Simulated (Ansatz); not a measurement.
Basis-set series for `CC(C)B(F)F`. Charge 0, multiplicity 1. All single points use the PBE0-D4/def2-TZVP geometry. It is one conformer, not always the lowest.

```csv
atom,x (Å),y (Å),z (Å)
C1,0.019,-1.330,-0.515
C2,-0.106,-0.072,0.342
C3,-0.960,1.001,-0.331
B4,1.276,0.471,0.835
F5,1.454,1.738,1.175
F6,2.332,-0.314,0.977
H7,0.510,-1.108,-1.467
H8,-0.967,-1.742,-0.745
H9,0.602,-2.106,-0.016
H10,-0.616,-0.359,1.278
H11,-1.958,0.616,-0.557
H12,-0.512,1.322,-1.276
H13,-1.072,1.885,0.298
```

```tsv
functional	basis	functions	energy (Eh)	HOMO (eV)	LUMO (eV)
PBE0-D4	def2-SVP	119	-342.58396	-8.90	0.40
PBE0-D4	def2-TZVPP	284	-342.98130	-8.96	0.15
ωB97M-V	def2-SVP	119	-342.81096	-11.20	2.44
ωB97M-V	def2-TZVPP	284	-343.22151	-11.28	1.85
```

**Question.** Give the rows for def2-QZVPP. (An estimate is asked.)

**Answer.** Ansatz gave: 
| functional | basis | functions | energy (Eh) | HOMO (eV) | LUMO (eV) |
| --- | --- | --- | --- | --- | --- |
| PBE0-D4 | def2-QZVPP | 552 | -342.99974 | -8.98 | 0.04 |
| ωB97M-V | def2-QZVPP | 552 | -343.23907 | -11.29 | 1.49 |

Positive LUMOs are unbound and depend on the basis.
